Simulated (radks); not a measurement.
Valence configurations of Si I (all share [Ne]). All-electron calculation, scalar-relativistic Kohn-Sham, PBEsol, spin-polarised, spherical densities, finite nucleus; open shells are filled with parallel spins first; Fermi nuclear charge, rms radius 3.1224 fm. Program: a radial shooting solver on a logarithmic mesh with Libxc functionals. Energies are relative to 3s2 3p2; eigenvalues in eV for spin up.

| valence | E (eV) | moment (Bohr magnetons) | e(3p) | e(3s) |
|---|---|---|---|---|
| 3s2 3p2 | 0.000 | 2 | -4.586 | -11.327 |
| 3s1.5 3p2.5 | 2.297 | 3 | -5.036 | -11.919 |
| 3s1 3p3 | 4.092 | 4 | -5.402 | -12.418 |
| 3s0.5 3p3.5 | 9.133 | 3 | -5.674 | -12.739 |
| 3p4 | 13.713 | 2 | -5.776 | - |

NIST lists [Ne] 3s2 3p2 as the ground configuration; this level of theory agrees among the configurations tried. The energies are those of spherical high-spin densities, not of single terms.
